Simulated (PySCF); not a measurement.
Vertical excitations of a molecule C6H10 from PySCF 2.14.0 with TDDFT-PBE/def2-SVPD, as energy in eV (oscillator strength): 5.55 (0.003), 6.06 (0.005), 6.32 (0.223), 6.49 (0.006), 6.82 (0.061), 7.08 (0.003), 7.14 (0.010), 7.47 (0.026), 7.60 (0.002), 7.83 (0.036). Lowest triplet (TDA): 4.18 eV. The structure is a stationary point at r2SCAN-D4/def2-SVP. One conformer was computed; it need not be the lowest.

Identify the compound among the candidates.
A. C=C(C)C1CC1
B. CC1=CCCC1
C. CC1=C(C)CC1
D. C=CCC1CC1

B, CC1=CCCC1
